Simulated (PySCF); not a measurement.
C₇H₇N.
Cartesian coordinates in Å at the PBE0-D3(BJ)/def2-SVP level; atoms count from 1:
```
atom  x, y, z in Å
C1     1.4384    2.3103   -0.1102
C2     0.9226    1.6402    0.9234
C3     0.1680    0.3618    0.8405
C4     0.5398   -0.6204   -0.2315
C5    -0.7544   -1.3664   -0.3279
C6    -1.2984   -2.0903    0.8073
N7    -1.7363   -2.6632    1.7133
C8    -0.7144    0.1293   -0.3522
H9     1.3421    1.9557   -1.1416
H10    1.9803    3.2469    0.0387
H11    1.0505    2.0422    1.9334
H12   -0.1656   -0.0398    1.8070
H13    1.4342   -0.6876   -0.8492
H14   -0.9557   -1.8567   -1.2874
H15   -1.0985    0.8317   -1.0904
```

The closed-shell ground state was solved at several levels (PySCF, density fitting, gas phase, non-relativistic).

```
         level  basis functions  total energy (Eh)  HOMO (eV)  LUMO (eV)  gap (eV)  dipole (D)
PBE0/def2-SVPD              216          -324.9786      -7.70      -0.55      7.15        4.64
 PBE0/pcSseg-1              171          -325.1581      -7.70      -0.50      7.20        4.68
   B3LYP/pcJ-1              286          -325.5986      -7.44      -0.69      6.75        4.65
```

Q: Estimate the row for CAM-B3LYP/pcSseg-1, a basis of 171 functions; the other rows only guide the guess.

A: Total energy -325.3684 Eh, HOMO -9.00 eV, LUMO 0.70 eV, gap 9.70 eV, dipole 4.66 D.

Q: Over all these levels, which gives the widest orbital gap and which the narrowest?

A: CAM-B3LYP/pcSseg-1 (range-separated hybrid) has the widest, 9.70 eV, and B3LYP/pcJ-1 (global hybrid, 20 % exact exchange) the narrowest, 6.75 eV. Functional and basis both differ between the two, so the spread mixes both effects.

Q: How far do the dipole and the HOMO energy spread over the levels?

A: The dipole runs from 4.64 to 4.68 D (mean 4.66 D) and the HOMO from -9.00 to -7.44 eV.

One conformer stands for the species.
